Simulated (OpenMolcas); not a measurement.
## Ir5+: moving or changing the point charges

Ir5+ among 6 point charges of -1 e arranged as an octahedron (Oh), 2.14 Å from the ion.
```
   2.1400    0.0000    0.0000  -1.00
   0.0000    2.1400    0.0000  -1.00
  -2.1400    0.0000    0.0000  -1.00
   0.0000   -2.1400    0.0000  -1.00
   0.0000    0.0000    2.1400  -1.00
   0.0000    0.0000   -2.1400  -1.00
```

```json
{
 "Program": "OpenMolcas",
 "Method": "CASSCF",
 "Basis": "ANO-RCC-VDZP [7s6p4d2f]",
 "Scalar Hamiltonian": "DKH2, point nucleus",
 "Active space": "4 electrons in 5 orbitals (5d)",
 "State averaging": "2S+1 = 5 even, 5 roots; 2S+1 = 3 even, 45 roots; 2S+1 = 1 even, 50 roots",
 "Spin-orbit coupling": "state interaction with AMFI integrals over the reference wave functions"
}
```

Runs around this geometry, states (labels of O, the rotations of Oh). Energies in cm-1 above the lowest state or level, χT in cm3 K/mol; 10Dq and B are least-squares fits to the states below 45000 cm-1, weighted by degeneracy, with a free offset, and given where the rms deviation is under 5 % of |10Dq| (or 100 cm-1) and under 700 cm-1.

```csv
R (Å),q (e),Ground state,First state of that spin,10Dq,B (rms of fit),First gap with spin-orbit (degeneracies),χT at 300 K,First state of another spin
2.14,-0.8,5E,5T2 2324,2415,939 (25),"5492 (1, 3)",0.045,3T1 18683
2.14,-1,5E,5T2 2901,3018,939 (30),"5495 (1, 3)",0.046,3T1 18316
2.24,-1,5E,5T2 2315,2407,939 (25),"5493 (1, 3)",0.045,3T1 18689
```

Taking |10Dq| as R^-n, n = -ln(2407 / 3018) / ln(2.24 / 2.14) = 5.0 between the shortest and longest distance. The point-charge formula for a cubic d site gives n = 5.

Scaling the charges by -0.8 / -1 = 0.80 scales |10Dq| by 2415 / 3018 = 0.80; with fixed orbitals a first-order splitting would follow the charge.

Without dynamic correlation the repulsion within the d shell is too large (B by tens of per cent), so at a given field states of lower spin stand too high. Point charges give a weaker field than real ligands, and real ions of this kind are as a rule low spin; the high spin found here belongs to the model. The ground term spreads over less than 5000 cm-1, several times less than with real ligands, so orbital moments are less quenched and χT lies further from the spin-only value than at real sites. Spin-orbit coupling mixes the spin-free states strongly: the lowest level takes only 34 % from its leading state, 5T2, which lies 2324 cm-1 above the lowest spin-free state (figures for R = 2.14, q = -0.8; the like holds for R = 2.14, q = -1, R = 2.24, q = -1). This field is weak: 10Dq is about 2415 cm-1, while octahedral complexes of 5d ions of charge 3 and more, computed by the same method with explicit ligands, had a median near 35000 cm-1. Ground spin and moment need not be those of a real site (figures for R = 2.14, q = -0.8; the like holds for R = 2.14, q = -1, R = 2.24, q = -1). This is an electrostatic model: the charges have no orbitals. No measured value stands beside these numbers.
